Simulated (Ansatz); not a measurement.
Li₁₄⁺. The state is a doublet with charge 1. Geometry PBE/def2-SVP.

```xyz
14

Li   -2.950    0.396   -1.848
Li    0.245    0.916    1.950
Li    1.391   -1.744   -2.079
Li   -2.145   -0.559    1.328
Li    0.166    1.249   -3.117
Li    0.007   -0.923    4.105
Li    2.787    0.169    2.778
Li   -0.541   -0.288   -1.022
Li   -1.250   -1.367   -3.690
Li   -1.686   -2.725   -1.018
Li    2.011    0.931   -0.224
Li    1.929    3.206    1.927
Li    0.774   -1.724    1.178
Li   -0.738    2.462   -0.268
```

HSE06 is defined as in plane-wave codes, on full-range PBE exchange. At r2SCAN/def2-TZVP the charge 1 doublet is spin-contaminated (final ⟨S²⟩ up to 0.92, 0.75 for a pure state). The structure comes from a short search, and lower isomers may exist.

(1) Estimate the α-spin orbital energies around the gap (eV) in Ansatz with PBE/def2-SVP, PBE/def2-TZVP, r2SCAN/def2-TZVP, PBE0/def2-TZVP, HSE06/def2-TZVP.

## Answers

(1) 
```csv
orbital,PBE/def2-SVP,PBE/def2-TZVP,r2SCAN/def2-TZVP,PBE0/def2-TZVP,HSE06/def2-TZVP
HOMO−5,-7.07,-7.20,-7.32,-8.01,-7.60
HOMO−4,-6.57,-6.67,-6.73,-7.30,-6.93
HOMO−3,-6.40,-6.49,-6.54,-7.07,-6.71
HOMO−2,-5.91,-6.00,-5.98,-6.44,-6.13
HOMO−1,-5.77,-5.86,-5.84,-6.32,-5.99
HOMO,-5.50,-5.57,-5.64,-5.99,-5.68
LUMO,-4.90,-4.97,-4.83,-4.48,-4.79
LUMO+1,-4.71,-4.77,-4.61,-4.30,-4.61
LUMO+2,-4.65,-4.70,-4.50,-4.20,-4.51
LUMO+3,-4.47,-4.53,-4.37,-4.04,-4.35
LUMO+4,-4.42,-4.49,-4.32,-4.00,-4.31
LUMO+5,-4.25,-4.31,-4.18,-3.80,-4.12
β HOMO,-5.69,-5.78,-5.75,-6.22,-5.90
β LUMO,-5.04,-5.11,-4.79,-4.59,-4.91
```
